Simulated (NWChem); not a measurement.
CH3BClI; SMILES CB(Cl)I

```xyz
7

B     -0.4419     1.0119     0.0215
Cl     0.8269     2.2167    -0.0009
I      0.1282    -1.0527     0.0005
C     -1.9452     1.4160     0.0029
H     -2.5946     0.6849     0.5042
H     -2.2622     1.4460    -1.0567
H     -2.1128     2.4206     0.4181
```
Atoms are numbered in this order, from 1.

Computed with NWChem. Structure relaxed at the PBE0/def2-SVP (def2 core potentials past Kr) level.

**Question.** Predict the results for B3LYP/STO-3G (all-electron, non-relativistic). Quantities: highest occupied level (eV); orbital gap (eV); dipole (D).

**Answer.** The highest occupied level (eV) is -5.17 and the orbital gap (eV) comes out as 5.85. The dipole (D) is 1.57.
